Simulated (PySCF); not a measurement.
B(Cl)(I)(Me), SMILES CB(Cl)I at its B3LYP/def2-SVP optimised geometry (Å):

```
7

B     -0.1249     0.1580     0.0000
Cl     1.6310     0.1580     0.0000
I     -1.1453     2.0667     0.0000
C     -0.9584    -1.1621     0.0008
H     -1.6310    -1.1864    -0.8744
H     -1.6195    -1.1906     0.8847
H     -0.3326    -2.0667    -0.0049
```

Method: B3LYP/def2-TZVP, def2 effective core potentials past Kr (PySCF 2.14.0). The core electrons that the potentials of I replace are not part of the density. Cells within 0.4 Å of a nucleus heavier than hydrogen are left out (blank, or x).

Map of the Laplacian of the electron density (e/bohr⁵), clipped to [-1.50, 1.50] on the plane z = 0.0 Å:

```
|55555555555555555555555555555|
|55555555555555555555555555555|
|55555555555555555555555555555|
|55555555555555555555555555555|
|55555555555555555555555555555|
|55555555558755555555555555555|
|55555555699995555555555555555|
|5555555599xx97555555555555555|
|5555555599xx98555555555555555|
|55555555699995555555555555555|
|55555555569954555555555555555|
|55555555555544455554555555555|
|55555555555544645439345555555|
|5555555555555xx642xxx35555555|
|5555555555554xx742xxx35555555|
|55555555555533655449345555555|
|55555555555324555554555555555|
|5555555555xxx4555555555555555|
|5555555555xxx4555555555555555|
|55555555555413555555555555555|
|55555555555520555555555555555|
|55555555555540555555555555555|
|55555555555555555555555555555|
|55555555555555555555555555555|
|55555555555555555555555555555|
|55555555555555555555555555555|
|55555555555555555555555555555|
|55555555555555555555555555555|
|55555555555555555555555555555|
```
Scale: ten equal steps from -1.50 (start of '0') to 1.50 (end of '9'), in the order '0123456789'; x runs from -4.50 to 4.50, y from -4.50 (bottom) to 4.50 (top).
